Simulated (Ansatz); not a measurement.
Ansatz (a first-principles code) input (CCSD(T)/6-31G*):

Ansatz 0.2 input:
```yaml
crystal:
  periodic: [false, false, false]
  atoms:
    - {symbol: C, position_ang: [-1.52999959, 0.22163248, 0.02102270]}
    - {symbol: C, position_ang: [-0.67327963, -0.97806655, 0.27994281]}
    - {symbol: C, position_ang: [0.54688804, -0.01274770, 0.36309401]}
    - {symbol: C, position_ang: [-0.36909082, 1.15819031, -0.10322201]}
    - {symbol: N, position_ang: [1.63428166, -0.33107081, -0.54838567]}
    - {symbol: H, position_ang: [-2.59357930, 0.34687099, -0.12509569]}
    - {symbol: H, position_ang: [-0.58865251, -1.66898868, -0.56864647]}
    - {symbol: H, position_ang: [-0.88918391, -1.56953415, 1.17578593]}
    - {symbol: H, position_ang: [0.86478547, 0.12858318, 1.40342940]}
    - {symbol: H, position_ang: [-0.37314859, 2.05447819, 0.52577327]}
    - {symbol: H, position_ang: [-0.14195043, 1.46811021, -1.13132502]}
    - {symbol: H, position_ang: [2.10412626, -1.18300848, -0.26053526]}
    - {symbol: H, position_ang: [2.33052341, 0.40693318, -0.54571149]}
basis:
  gaussian:
    orbitals: 6-31G*
magnetization: {spin_polarized: true, initial_magnetization: 1}
correlation: {method: ccsd_t, electrons: outside_noble_gas}
```

End of the output:

```
integrals: 0.17 GiB planned
977 factors; integrals over basis functions are off by at most 6.4e-4 eV
mean field: 0.30 GiB planned
mean field evaluation 1: about -5724.3681 eV, gradient 2.4e1 eV
mean field evaluation 2: about -5724.3684 eV, gradient 2.4e1 eV
mean field evaluation 4: about -5727.6161 eV, gradient 3.0e0 eV
mean field evaluation 8: about -5727.6974 eV, gradient 6.4e-2 eV
mean field evaluation 16: about -5727.1777 eV, gradient 9.6e0 eV
mean field evaluation 32: about -5727.6972 eV, gradient 3.3e-5 eV
mean field -5727.69724548 eV, -210.4889913988 hartree, gradient 1.3e-6 eV, S^2 0.765978; 1 other end points of the search recorded, 0 dependent functions left out
5 core orbitals not correlated
reference -5727.69724548 eV, -210.4889913988 hartree; 15, 14 occupied and 71, 72 virtual orbitals, 977 factors
second order -17.85736395 eV of doubles, -0.00000000 eV of singles
coupled cluster: 0.59 GiB planned
cycle   1  -18.71834251 eV  change   -8.6e-1 eV  update   8.7e-2
cycle   2  -19.24205716 eV  change   -5.2e-1 eV  update   2.7e-2
cycle   3  -19.33249660 eV  change   -9.0e-2 eV  update   1.1e-2
cycle   4  -19.33474228 eV  change   -2.2e-3 eV  update   4.0e-3
cycle   5  -19.33524436 eV  change   -5.0e-4 eV  update   1.7e-3
cycle   6  -19.33507477 eV  change    1.7e-4 eV  update   6.0e-4
cycle   7  -19.33493775 eV  change    1.4e-4 eV  update   2.0e-4
cycle   8  -19.33495176 eV  change   -1.4e-5 eV  update   8.3e-5
cycle   9  -19.33495423 eV  change   -2.5e-6 eV  update   3.0e-5
perturbative correction -0.58311174 eV, -0.0214289611 hartree
Total energy: -5747.61531145 eV, -211.2209668222 hartree
```

It need not be the lowest isomer of its formula.
